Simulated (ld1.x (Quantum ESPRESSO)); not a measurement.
# Br (Z = 35): RRKJ pseudisation with PBEsol, scalar-relativistic reference atom.

bromine, norm-conserving RRKJ (Kleinman–Bylander form), made with ld1.x (Quantum ESPRESSO) 7.5 (PBEsol, scalar-relativistic). Core [Ne], reference 3s2 3p6 3d10 4s2 4p4.5 (charge +0.5). Waves: 3s (bound): rc 0.85 bohr; 3p (bound): rc 0.50 bohr; 3d (bound): rc 0.95 bohr. Local part: all-electron potential smoothed inside 0.40 bohr (lloc = -1). Core correction: a·sin(br)/r model core inside 0.45 bohr. rho0 = 0.01.

Occupied shells without a wave of their own: 4p, 4s. They enter only through the test configuration that unscreens the potential, and ld1.x also counts them in the model core charge.

All-electron outer shells of the reference configuration (PBEsol, scalar-relativistic, ld1.x):

```tsv
shell	level (eV)	outermost node (bohr)	outermost maximum (bohr)
2p	-1533.26	–	0.13
3s	-243.01	0.23	0.48
3p	-178.63	0.21	0.48
3d	-72.08	–	0.43
4s	-25.10	0.67	1.41
4p	-12.50	0.70	1.64
```

Q: Is a potential produced?

A: No. ld1.x (Quantum ESPRESSO) 7.5 stopped with "run_pseudo: Errors in PS-KS equation": the pseudo-atom solver did not find the valence states with the expected number of nodes, which is the usual sign of a ghost state. Before that it printed "Warning: n=2, l=0 expected 1 nodes, found 2".
